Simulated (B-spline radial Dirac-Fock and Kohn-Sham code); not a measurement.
## Kohn-Sham estimates against Dirac-Fock for the levels of F⁵⁺

System: F⁵⁺, configuration [He] 2s2.

The density-functional columns are spherical, spin-unpolarised Dirac-Kohn-Sham results without Breit or QED terms: −ε is minus the orbital energy of the initial state and ΔSCF the difference of two total energies. The reference in the last column comes from Dirac-Fock energy differences between relaxed states, corrected for Breit and QED terms. All numbers are from a radial atomic solver, in eV; a selection of levels is shown. The Kohn-Sham columns are given as differences from the reference.

| level | PBE −ε − DF | PBE ΔSCF − DF | LDA −ε − DF | LDA ΔSCF − DF | Dirac-Fock |
| --- | --- | --- | --- | --- | --- |
| 1s | -50.9 | +10.2 | -55.6 | +5.0 | 868.3 |
| 2s | -9.9 | +3.6 | -10.4 | +3.0 | 154.0 |

For the outermost level NIST gives 157.1631 eV (measured); the differences from it are PBE −ε -13.00, PBE ΔSCF +0.43, LDA −ε -13.59, LDA ΔSCF -0.16, Dirac-Fock -3.15 eV.

Values without a named source are computed, but for edge energies of neutral atoms, which are taken from tables.
